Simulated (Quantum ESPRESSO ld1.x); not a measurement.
The numbers below are computed, except where a source is named.
Task: All-electron atom: Dy2+ in [Xe] 4f8 5f2 (not the ground configuration). Level of theory: scalar-relativistic Kohn-Sham, LDA (Slater exchange, Perdew-Wang correlation), spin-polarised, spherical densities, point nucleus; open shells are filled with parallel spins first (ld1.x of Quantum ESPRESSO 7.5). Some entries of the table are withheld. Estimate them.

orbital  occ.  eigenvalue (Ry)  <r> (bohr)  <1/r> (bohr^-1)
1s down     1         -3943.41     0.02113            74.52
1s up       1         -3943.41     0.02113            74.52
2s up       1         -659.253     0.08983            17.32
2s down     1         -659.244     0.08983            17.32
2p up       3         -585.503     0.07948            16.09
2p down     3         -585.497     0.07948            16.09
3s up       1         -149.222      0.2349            6.366
3s down     1         -149.021      0.2347            6.371
3p up       3         -126.585      0.2337            5.968
3p down     3         -126.386      0.2335            5.974
3d up       5         -97.3933      0.2124            5.663
3d down     5         -97.2377      0.2121            5.668
4s up       1         -32.0632      0.5289            2.698
4s down     1         -31.6470      0.5291            2.696
4p up       3         -24.5819      0.5598            2.476
4p down     3         -24.1729      0.5602            2.474
4d up       5         -14.3875      0.6046            2.192
4d down     5         -13.9897      0.6060            2.187
5s up       1         -6.11305       1.242            1.073
5s down     1         -5.92406       1.255            1.059
5p up       3         -4.19981       1.423           0.9217
5p down     3         -4.05270       1.441           0.9073
4f up       7         -3.22490      0.7558            1.687
4f down     1         -2.86429      0.7763            1.659
5d up       0         -1.89594       1.965           0.6546
5d down     0         -1.80024       1.980           0.6466
6s up       0         -1.63687       2.946           0.4350
6s down     0         -1.53407       2.940           0.4381
6p up       0         -1.20686       3.522           0.3616
6p down     0         -1.09832       3.547           0.3612
5f up       2         -0.57135       4.565              (1)
5f down     0         -0.48265       4.871              (2)
6f up       0         -0.28170         (3)           0.1567
6f down     0         -0.25558         (4)           0.1467

Result: 
(1) 5f up <1/r> (bohr^-1): 0.2660
(2) 5f down <1/r> (bohr^-1): 0.2541
(3) 6f up <r> (bohr): 8.767
(4) 6f down <r> (bohr): 9.516
